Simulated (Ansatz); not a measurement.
`CC[O][SnH3]` and `[SiH3]C[O][SnH3]` differ in one atom or group.

Ansatz, PBE0-D4/def2-TZVP geometries, multiplicity 1. Each molecule was computed in one conformer, which needn't be the lowest.

Elements past krypton have def2 core potentials.

```
                                        property  `CC[O][SnH3]`
             HOMO–LUMO gap (PBE/def2-TZVPP) / eV           4.78
size of the dipole moment (B3LYP/def2-TZVPP) / D           1.30
           HOMO energy (ωB97M-V/def2-TZVPP) / eV          -9.83
               HOMO energy (PBE/def2-TZVPP) / eV          -5.91
             HOMO energy (B3LYP/def2-TZVPP) / eV          -7.22
               LUMO energy (PBE/def2-TZVPP) / eV          -1.13
```

Q: Give the same properties after the change, and the shifts. (Best estimate.)

A: Computed: 
| property | `[SiH3]C[O][SnH3]` | shift |
| --- | --- | --- |
| HOMO–LUMO gap (PBE/def2-TZVPP) / eV | 4.79 | 0.01 |
| size of the dipole moment (B3LYP/def2-TZVPP) / D | 2.06 | 0.76 |
| HOMO energy (ωB97M-V/def2-TZVPP) / eV | -9.84 | -0.01 |
| HOMO energy (PBE/def2-TZVPP) / eV | -6.19 | -0.28 |
| HOMO energy (B3LYP/def2-TZVPP) / eV | -7.39 | -0.17 |
| LUMO energy (PBE/def2-TZVPP) / eV | -1.40 | -0.27 |

With PBE0 the HOMO falls by 0.15 eV and the LUMO falls by 0.25 eV, so the gap narrows by about 0.10 eV. PBE moves the HOMO by -0.28 eV and ωB97M-V by -0.01 eV. Dipoles are sizes alone; their direction can turn.

B3LYP here is the variant with VWN-RPA as its local correlation; programs differ in this.
